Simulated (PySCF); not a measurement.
Compound: GeBr2Cl2.
Bonds: Ge1–Br2, Ge1–Br3, Ge1–Cl4, Ge1–Cl5.

Method: PySCF, PBE0-D3(BJ)/def2-SVP geometry optimisation, gas phase.

(1) Give the optimised bond lengths and angles.

Answers

(1) 
```tsv
bond	length (Å)
Ge1–Br2, Ge1–Br3	2.275
Ge1–Cl4, Ge1–Cl5	2.133
```

Bonds in one row agree within 0.01 Å and their mean is given. A selection of angles:
```tsv
angle	degrees
Br2–Ge1–Br3	110.3
Br2–Ge1–Cl4	110.0
Cl4–Ge1–Cl5	108.4
```

Ge1 (germanium bonded to 2 Br and 2 Cl) is tetrahedral (angles from 108.4° to 110.3°).

Point group: C2v (tolerance 0.08 Å). Whether it is a minimum is left open (no frequencies).

On one thread, Arm Neoverse N1 (aarch64), on a shared host, this took 2.2 min and 0.63 GiB of memory at its peak. These figures are those of the optimisation.


Species: CF2I2.
Bonds: F1–C2, C2–F3, C2–I4, C2–I5.

Method: PBE0-D3(BJ)/def2-SVP geometry optimisation, gas phase, def2 core potentials past Kr in PySCF.

Question: List the bond lengths and angles at this level.

Answer: 
```tsv
bond	length (bohr)	order
F1–C2, C2–F3	2.495	single
C2–I4, C2–I5	4.107	single
```

Bonds in one row agree within 0.02 bohr and their mean is given. Orders are formal, as drawn. A selection of angles:
```tsv
angle	degrees
F1–C2–F3	108.4
F1–C2–I4	108.9
I4–C2–I5	112.5
```

Point group: C2v (tolerance 0.08 Å). Not checked by PBE0-D3(BJ)/def2-SVP frequencies.
